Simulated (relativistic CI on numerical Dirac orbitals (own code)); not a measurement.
**Line list: Forbidden lines, Ta³⁹⁺**

Computed by Dirac-Coulomb-Breit CI, separate exchange-only KLI orbitals for each configuration, model QED (radiative potential, 1s self-energy scaled to tabulated hydrogen-like ionisation energies), unscaled Slater integrals (own radial code, finite nucleus).

Configuration list (outside the closed core [Ar] 3d10): 4s2.4p4, 4s.4p5, 4s2.4p3.4d, 4p6, 4s.4p4.4d, 4s2.4p3.4f, 4s.4p4.4f, 4p5.4d, 4s.4p3.4d2, 4s2.4p2.4d.4f, 4p5.4f, 4p4.4d.4f, 4s.4p3.4f2, 4s2.4p3.5s, 4p5.5s, 4s2.4p3.5p, 4s.4p3.4d.5s, 4s2.4p2.4f.5s, 4s.4p4.5s, 4s2.4p3.5d, 4s.4p4.5p, 4s2.4p3.5f, 4s2.4p3.5g, 4s.4p4.5d, 4p4.4f.5s, 4s.4p4.5f, 4s2.4p3.6s, 4s2.4p2.4d2, 4s2.4p.4d3, 4s.4p2.4d3, 4s2.4p.4d2.4f, 4s.4p2.4d2.4f, 4s2.4p.4d2.5s, 4p4.4d2, 4p3.4d3, 4p3.4d2.4f, 4p3.4d2.5s, 4s2.4p2.4d.5s, 4s.4p2.4d2.5s, 4s2.4p.4d.4f.5s, 4s.4p2.4d.4f.5s, 4s2.4p.4d.5s2, 4p4.4d.5s, 4p3.4d.4f.5s, 4p3.4d.5s2, 4s2.4p2.5s2, 4s.4p2.4d.5s2, 4s2.4p.4f.5s2, 4s.4p2.4f.5s2. Double excitations out of closed p, d and f shells are left out; levels of such configurations are missing from the list, as are those of other unlisted configurations, and high levels can miss mixing partners. These lack a partner that the ground configuration has and come out too high: 4s2.4p3.5p, 4s2.4p3.5d, 4s.4p4.5p, 4s2.4p3.5f, 4s2.4p3.5g.

```csv
λ vac (nm),Lower,Upper,Type,A (s⁻¹),gf,Branching (%)
12.899,4s2.4p3.4d 3F°_3 [8],4s2.4p3.4d 5D°_4 [23],M1,1.13e+05,2.55e-06,2.2
13.083,4s2.4p3.4d 3D°_3 [22],4s2.4p3.4d 3F°_4 [60],M1,1.09e+06,2.52e-05,10.6
13.212,4s2.4p3.4d 5D°_4 [23],4s2.4p3.4d 3F°_4 [60],M1,4.81e+06,1.13e-04,46.7
13.282,4s2.4p4 3P_1 [3],4s2.4p4 3P_0 [11],M1,1.39e+07,3.68e-05,91.9
13.823,4s2.4p4 3P_2 [1],4s2.4p4 1D_2 [4],E2,2.02e+05,2.89e-06,6.0
13.823,4s2.4p4 3P_2 [1],4s2.4p4 1D_2 [4],M1,3.14e+06,4.50e-05,93.0
13.922,4s2.4p3.4d 3F°_2 [5],4s2.4p3.4d 3G°_4 [20],E2,5.17e+04,1.35e-06,4.9
13.960,4s2.4p4 1D_2 [4],4s2.4p4 3P_0 [11],E2,6.24e+05,1.82e-06,4.1
14.062,4s2.4p3.4d 3F°_4 [29],4s2.4p3.4d 3F°_4 [60],M1,6.67e+05,1.78e-05,6.5
14.216,4s.4p5 3P°_2 [9],4s2.4p3.4d 3F°_4 [29],E2,5.49e+04,1.50e-06,4.8
14.237,4s2.4p3.4d 3F°_4 [10],4s2.4p3.4d 3G°_5 [30],E2,1.06e+05,3.54e-06,9.4
14.237,4s2.4p3.4d 3F°_4 [10],4s2.4p3.4d 3G°_5 [30],M1,9.54e+05,3.19e-05,84.6
14.341,4s2.4p3.4d 3G°_5 [30],4s2.4p3.4d 3F°_4 [60],M1,1.30e+06,3.62e-05,12.7
14.523,4s2.4p3.4d 3F°_4 [10],4s2.4p3.4d 3F°_4 [29],E2,7.42e+04,2.11e-06,6.5
14.523,4s2.4p3.4d 3F°_4 [10],4s2.4p3.4d 3F°_4 [29],M1,5.56e+05,1.58e-05,48.5
14.547,4s2.4p3.4d 3F°_3 [8],4s2.4p3.4d 3G°_4 [20],E2,1.05e+05,3.01e-06,10.0
14.547,4s2.4p3.4d 3F°_3 [8],4s2.4p3.4d 3G°_4 [20],M1,8.49e+05,2.42e-05,80.2
14.560,4s2.4p4 3P_2 [1],4s2.4p4 3P_1 [3],M1,4.98e+06,4.75e-05,74.9
15.557,4s2.4p3.4d 3F°_4 [10],4s2.4p3.4d 5D°_4 [23],M1,3.59e+06,1.17e-04,71.2
16.278,4s2.4p4 1S_0 [2],4s2.4p4 3P_1 [3],M1,1.55e+06,1.84e-05,23.3
16.490,4s2.4p3.4d 1F°_3 [33],4s2.4p3.4d 3F°_4 [60],M1,4.91e+05,1.80e-05,4.8
16.878,4s2.4p3.4d 3D°_3 [12],4s2.4p3.4d 3G°_5 [30],E2,2.49e+04,1.17e-06,2.2
17.283,4s2.4p3.4d 3D°_3 [12],4s2.4p3.4d 3F°_4 [29],M1,3.88e+05,1.56e-05,33.8
18.565,4s2.4p3.4d 1F°_3 [36],4s2.4p3.4d 3F°_4 [60],M1,1.07e+06,4.96e-05,10.4
18.625,4s2.4p3.4d 3P°_1 [13],4s2.4p3.4d 1S°_0 [24],M1,1.20e+06,6.24e-06,6.7
18.766,4s2.4p3.4d 3D°_3 [12],4s2.4p3.4d 5D°_4 [23],M1,1.29e+06,6.14e-05,25.6
22.468,4s2.4p3.4d 3D°_3 [12],4s2.4p3.4d 3G°_4 [20],M1,3.00e+04,2.04e-06,2.8
23.656,4s.4p5 1P°_1 [15],4s2.4p3.4d 1S°_0 [24],M1,4.04e+05,3.39e-06,2.2
67.846,4s2.4p3.4d 3G°_4 [20],4s2.4p3.4d 3G°_5 [30],M1,3.52e+04,2.67e-05,3.1
75.506,4s2.4p3.4d 3F°_3 [8],4s2.4p3.4d 3F°_4 [10],M1,2.87e+04,2.21e-05,82.3
```

Terms are leading LS components. Brackets give the number of a level in order of energy, since labels repeat. The list gives strong lines, with weight on those to low levels, among the lowest 400 of 10723 levels, so that lines to higher ones, which can be the strongest, are missing. Levels whose partners in the same complex of configurations lie outside the list can be far off, and so can their lines. Rates are taken at the computed energies, electric ones in the length gauge.

At this charge energies of transitions that change n are usually good to better than 1 %, and those within a shell (Δn = 0) to a few per cent.

LS names give the leading component of a level, which can be under half, so a name can repeat, a term be missing and a line seem to break the LS rules.
